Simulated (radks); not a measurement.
Ne7+, 3 electrons, occupied as [He] 2s1. Method: non-relativistic Kohn-Sham, PBE, spin-polarised, spherical densities, point nucleus; open shells are filled with parallel spins first; computed with a radial shooting solver on a logarithmic mesh with Libxc functionals.

Local quantities along the radius. ELF = 1/(1 + alpha^2) is the electron localisation function; alpha = (tau - tau_W)/tau_unif compares the Pauli kinetic energy density with that of the uniform gas (summed over spins).

r (bohr)	ELF	alpha
0.007788	1.000	3.295e-06
0.009744	1.000	5.400e-06
0.01209	1.000	8.790e-06
0.01513	1.000	0.00001477
0.01878	1.000	0.00002480
0.02349	1.000	0.00004336
0.02916	1.000	0.00007633
0.03648	1.000	0.0001420
0.04527	1.000	0.0002692
0.05664	1.000	0.0005516
0.07029	1.000	0.001175
0.08794	1.000	0.002802
0.1091	1.000	0.007179
0.1365	1.000	0.02177
0.1695	0.995	0.07435
0.212	0.909	0.3168
0.2631	0.349	1.366
0.3292	0.068	3.698
0.4086	0.173	2.187
0.5111	0.855	0.4110
0.6395	0.996	0.06359
0.7936	1.000	0.01062
0.9929	1.000	0.001600
1.232	1.000	0.0002302
1.542	1.000	0.00002545
1.913	1.000	2.368e-06
2.394	1.000	1.414e-07

On this mesh the ELF has minima near r = 0.33 bohr, which separate the shells.
